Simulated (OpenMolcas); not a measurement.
What dynamic correlation does to the levels of Sn IV

| Property | Result |
| --- | --- |
| Program | OpenMolcas |
| Basis | ANO-RCC-VTZP [7s6p4d2f1g] |
| Scalar Hamiltonian | DKH2, point nucleus |
| Active space | 1 electron in 4 orbitals (5s 5p) |
| State averaging | 2S+1 = 2 even, 1 root; 2S+1 = 2 odd, 3 roots |
| Spin-orbit coupling | RASSI with atomic mean-field integrals over the reference wave functions, term energies averaged over their components |

Methods on the same reference wave functions:
A. CASSCF
B. SS-CASPT2, IPEA 0.25 Eh, imaginary shift 0.1 Eh (closed shells correlated: 4d)
C. XMS-CASPT2, IPEA 0.25 Eh, imaginary shift 0.1 Eh (closed shells correlated: 4d)

Energies in cm-1 above 5s 2S 1/2, the measured ground level; measured values from Moore, Atomic Energy Levels, vol. III, NSRDS-NBS 35 (1971 reprint of NBS Circular 467, 1958).

```tsv
Level	A	B	C	Measured
5s 2S 1/2	0.0	0.0	0.0	0.0
5p 2P* 1/2	67964	71330	70980	69564
5p 2P* 3/2	73301	76670	76320	76072
```

Deviations, from unrounded energies. A percentage is the sum of absolute deviations over the sum of measured energies, with the sign that they share, or ± where signs differ.

```tsv
Against measurement	Levels	A	B	C
mean absolute deviation (cm-1)	2	2200	1200	830
other configurations (%)	2	-3.0	+1.6	+1.1
```

C lies closest to measurement on these levels and A furthest from it. The largest miss of C in the table is 5p 2P* 1/2, by +1400 cm-1. The ranking rests on the paired levels alone, and a cruder setting can come out closer through cancelling errors.

Between B and C the level of the table that moves most is 5p 2P* 3/2, by 350 cm-1 (lowest in C, highest in B). Moves below CASPT2's spread within the term are not significant.

The lowest spin-free term lies below A's lowest term by 0.376 hartree in B, 0.376 hartree in C.

Term energies are means over components that CASPT2 splits; among the terms shown or strongly mixed into the levels shown the widest spread is 26 cm-1 (5p 2P*, C). With one active electron the reference holds no correlation, so core polarisation is missing (holds for A). With one active electron, CASPT2 adds the correlation within the correlated inactive shells and between them and that electron, and leaves the splitting within a term as the reference gives it (holds for B; C). Measured partners are found by configuration, term and J. A level has none where our copy of the source lacks it or the pairing is in doubt (some pairs that miss far off the trend of their configuration count as doubtful), and it then counts in no deviation. Levels of configurations outside the active space are missing.

* marks odd parity.
